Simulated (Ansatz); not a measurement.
# Telling isomers of BGeH6NO apart by their spectra

These gas-phase data were calculated for one isomer of BGeH6NO at B3LYP-D3(BJ)/def2-SVP (harmonic, unscaled wavenumbers; equilibrium rotational constants with average atomic masses):

* rotational constants: 13.45, 2.386, 2.081 GHz
* all wavenumbers above 1500 cm⁻¹: 3694, 3591, 2578, 2172, 2133, 2118, 1597

Candidates:

(1) `N[B](O)[GeH3]`, a singlet
(2) `NB[O][GeH3]`, a singlet
(3) `OB[NH][GeH3]`, a singlet

Question: Which structure fits?

Answer: Candidate (2). The band at 2578 cm⁻¹ lies where the B–H stretch is expected; (1) has no mode between 2350 and 2900 cm⁻¹. 2 modes lie between 3250 and 3800 cm⁻¹, one for each N–H bond, while (3) has 1.

The same quantities for all candidates:

```
     rotational constants (GHz)               wavenumbers above 1500 cm⁻¹  E above the lowest, B3LYP-D3(BJ)/def2-SVP (kcal/mol)
(1)         8.628, 2.465, 1.963  3894, 3704, 3580, 2100, 2097, 2094, 1591                                                   6.3
(2)         13.45, 2.386, 2.081  3694, 3591, 2578, 2172, 2133, 2118, 1597                                                   0.0
(3)         12.21, 2.469, 2.109        3900, 3633, 2564, 2146, 2140, 2135                                                   3.0
```

Each candidate is one conformer. Programs: Ansatz 0.2.0.
